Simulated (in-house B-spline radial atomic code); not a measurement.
Values are calculated unless marked as measured or tabulated.
# What the choice of pseudopotential does to G0W0 on PBE0: Cu⁺

All numbers come from an all-electron radial atomic-structure program (B-spline basis), non-relativistic, configuration [Ar] 3d10, open shells at high spin. Semilocal Troullier-Martins pseudo-atoms, one channel per l, are made with PBE or LDA for several valence sets and radii, with or without a model core, and set against the all-electron atom. One channel fits only the lowest state of its l, so a second state of that l is approximate. All electrons give 3d: PBE0 -15.954 eV, G0W0 -20.396 eV. Potentials are made in the ion's own configuration unless the neutral atom is named, and a smooth local potential serves every l without a channel. Potentials that miss their own reference levels by more than 6 millihartree, or need radii over 3.5 bohr, are left out. Columns give pseudo minus all-electron, in eV; a dash marks a level in the core or of low weight.

| valence | made with | radii (bohr) | model core (bohr) | 3d PBE0 | 3d G0W0 |
| --- | --- | --- | --- | --- | --- |
| 3d | PBE, neutral atom | s 2.33 d 1.81 | none | +0.67 | +3.18 |
| 3d | PBE, neutral atom | s 3.02 d 2.36 | none | +0.59 | +2.93 |
| 3d | LDA | s 1.70 p 2.21 d 1.45 | 0.39 | +0.86 | +4.26 |
| 3d | LDA, neutral atom | s 2.07 p 3.19 d 1.63 | 0.39 | +0.90 | +4.16 |
| 3d | LDA, neutral atom | s 2.30 p 3.40 d 1.81 | 0.39 | +0.89 | +4.00 |
| 3d | PBE, neutral atom | s 2.67 d 2.08 | 0.39 | +0.93 | +3.50 |
| 3p 3d | PBE, neutral atom | s 1.86 p 0.50 d 1.45 | none | +0.12 | +1.34 |
| 3p 3d | PBE, neutral atom | s 2.09 p 0.57 d 1.63 | none | +0.12 | +1.30 |
| 3p 3d | LDA | s 2.45 p 0.72 d 2.08 | none | +0.02 | +1.07 |
| 3s 3p 3d | PBE, neutral atom | s 0.56 p 0.57 d 1.63 | none | -0.03 | +0.06 |
| 3s 3p 3d | LDA, neutral atom | s 0.71 p 0.72 d 2.08 | none | -0.15 | -0.11 |
| 3s 3p 3d | LDA, neutral atom | s 0.49 p 0.50 d 1.45 | 0.34 | -0.15 | -0.06 |
| 3s 3p 3d | LDA, neutral atom | s 0.56 p 0.57 d 1.63 | 0.34 | -0.13 | -0.09 |
| 3s 3p 3d | PBE, neutral atom | s 0.71 p 0.72 d 2.08 | 0.34 | -0.07 | +0.01 |

Q: How does the G0W0 shift of 3d, which all sets hold, depend on the valence set?

A: Mean size: 3s 3p 3d: 0.07 eV; 3p 3d: 1.24 eV; 3d: 3.67 eV. A semicore state feels strong exchange with the other subshells of its n, so the gain is largest when that whole shell is in the valence. The means mix radii and the functional used in making the potentials.
